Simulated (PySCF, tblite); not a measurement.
C7H10SSi.
SMILES: `C#C[C@@H]1S[SiH2]C12CCC2`

Method: PBE0/pcSseg-1 in PySCF (dipole) on a GFN2-xTB geometry, gas phase.

Take the most abundant isotopes and a rigid rotor. 

(1) Give the principal moments of inertia and the rotational constants in MHz.

(2) What kind of rotor is it?

(3) What does the inertial defect say?

(4) Give the other two planar moments, Paa and Pbb, and the rms extents of the mass along the axes.

(5) Which lines would a microwave search look for?

(6) Estimate the classical rotational partition function at 10 K, 100 K and 200 K.

Answers

(1) Ia = 332.63, Ib = 425.13, Ic = 631.22 u·Å²; 505379 MHz·u·Å²/I gives A = 1519, B = 1189, C = 800.6 MHz.

(2) An asymmetric top; Ray's κ = 0.080.

(3) Not planar: Δ = Ic − Ia − Ib = -126.55 u·Å². For a rigid frame Δ = −2 Σ m c², so Σ m c² = 63.28 u·Å² lies off the ab plane: 18.56 from hydrogen and 44.71 from heavier atoms. The atom farthest from that plane is 2.11 Å away.

(4) Paa = Σ m a² = (Ib + Ic − Ia)/2 = 361.86 and Pbb = Σ m b² = (Ia + Ic − Ib)/2 = 269.36 u·Å². With the mass M = 154.03 u, the rms extents √(P/M) along a, b and c are 1.53, 1.32, 0.64 Å.

(5) The dipole components are |μa| = 2.37 D, |μb| = 0.29 D, |μc| = 0.37 D. The squared components, which scale the intensities, stand as 1.00 : 0.02 : 0.02 (a : b : c). Some lines, for components of 0.1 D or more:

| type | branch | J(Ka,Kc) | MHz | lower level (cm⁻¹) |
| --- | --- | --- | --- | --- |
| c | Q | 1(1,1) ← 1(0,1) | 331 | 0.066 |
| c | Q | 3(2,2) ← 3(1,2) | 586 | 0.449 |
| b | Q | 1(1,0) ← 1(0,1) | 719 | 0.066 |
| c | Q | 2(2,1) ← 2(1,1) | 992 | 0.236 |
| a | Q | 2(1,1) ← 2(1,2) | 1164 | 0.197 |
| b | Q | 2(2,0) ← 2(1,1) | 1189 | 0.236 |
| b | Q | 2(1,1) ← 2(0,2) | 1304 | 0.193 |
| a | R | 1(0,1) ← 0(0,0) | 1989 | 0.000 |
| b | Q | 2(2,1) ← 2(1,2) | 2156 | 0.197 |
| b | Q | 3(1,2) ← 3(0,3) | 2297 | 0.372 |
| b | R | 1(1,1) ← 0(0,0) | 2320 | 0.000 |
| b | Q | 3(2,2) ← 3(1,3) | 2842 | 0.373 |
| b | R | 2(0,2) ← 1(1,1) | 3451 | 0.077 |
| b | R | 2(1,2) ← 1(0,1) | 3921 | 0.066 |
| c | R | 2(1,1) ← 1(0,1) | 5086 | 0.066 |
| a | R | 3(1,3) ← 2(1,2) | 5283 | 0.197 |
| b | R | 3(1,3) ← 2(0,2) | 5422 | 0.193 |
| c | R | 2(2,0) ← 1(1,0) | 5555 | 0.090 |
| c | R | 2(2,1) ← 1(1,1) | 5747 | 0.077 |
| b | R | 3(2,2) ← 2(1,1) | 6960 | 0.236 |
| c | R | 3(1,2) ← 2(0,2) | 7678 | 0.193 |
| b | R | 3(3,1) ← 2(2,0) | 8498 | 0.276 |
| c | R | 3(3,0) ← 2(2,0) | 8570 | 0.276 |
| c | R | 3(3,1) ← 2(2,1) | 8695 | 0.269 |
| b | R | 3(3,0) ← 2(2,1) | 8767 | 0.269 |

(6) Point group C1, symmetry number σ = 1; q = (√π/σ)·√((kT/h)³/(ABC)), k/h = 20836.6 MHz/K: 4430 at 10 K, 140000 at 100 K, 397000 at 200 K.

Its GFN2-xTB frequencies are all real (lowest 24 cm⁻¹). Zero-point vibration and centrifugal distortion are left out.
